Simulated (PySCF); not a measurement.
# Basis and Hamiltonian dependence of the ionisation energy of Br²⁺

Br²⁺ [Ar] 3d10 4s2 4p3 (4S) → Br³⁺ [Ar] 3d10 4s2 4p2 (3P). Calculated with PySCF 2.14 from differences of total energies of unrestricted determinants, without spin-orbit coupling. Values in eV.

```csv
basis,Hamiltonian,functions,UHF,PBE,PBE0,MP2 (valence),CCSD(T) (valence),CCSD(T) (valence and next inner shell)
cc-pVDZ-DK,spin-free X2C,27,34.610,n/a,n/a,34.956,34.908,n/a
aug-cc-pVDZ-PP with ECP10MDF,ECP,32,34.625,35.028,35.155,34.984,34.939,n/a
6-31G*,non-relativistic,32,34.749,n/a,n/a,35.092,35.033,n/a
def2-SVP,non-relativistic,32,34.555,n/a,35.183,34.926,34.867,n/a
ANO-RCC-VTZP,spin-free X2C,43,34.661,35.129,35.243,35.176,n/a,35.223
def2-TZVP,non-relativistic,48,34.592,n/a,35.187,35.115,35.100,n/a
x2c-TZVPPall,spin-free X2C,48,34.651,35.129,35.240,35.173,35.163,35.207
aug-cc-pVTZ-PP with ECP10MDF,ECP,55,34.637,35.017,35.152,35.167,35.157,n/a
aug-cc-pVQZ-PP with ECP10MDF,ECP,89,34.633,35.012,35.147,35.208,35.195,n/a
dyall-av2z,non-relativistic,92,34.519,35.013,35.116,34.918,34.862,n/a
aug-cc-pwCVTZ-PP with ECP10MDF,ECP,96,34.625,35.004,35.138,35.168,35.158,n/a
def2-QZVPPD,non-relativistic,98,34.582,35.070,35.179,35.153,35.137,n/a
"x2c-QZVPPall with one added diffuse shell each of s, p, d, f type",spin-free X2C,113,34.644,35.117,35.229,35.210,n/a,n/a
aug-cc-pV5Z-PP with ECP10MDF,ECP,136,34.632,35.014,35.148,35.227,n/a,n/a
```

Extrapolation of CCSD(T) (valence) from aug-cc-pVTZ-PP with ECP10MDF and aug-cc-pVQZ-PP with ECP10MDF: the correlation parts are 0.519 and 0.562 eV; with the X⁻³ form and unrounded values, (4³ × 0.562 − 3³ × 0.519)/(4³ − 3³) = 0.593 eV, and adding the Hartree-Fock value 34.633 eV of the larger basis gives 35.227 eV.

Frozen in the all-electron rows: valence: [Ar] 3d10; valence and next inner shell: [Ne]; with a core potential, the same shells as far as they lie outside it.

Non-relativistic rows lack the scalar-relativistic shift.

Between the lowest levels the reference is 34.871 ± 0.019 eV (measured; NIST Atomic Spectra Database, ionization energies); it includes spin-orbit coupling, which these numbers lack.
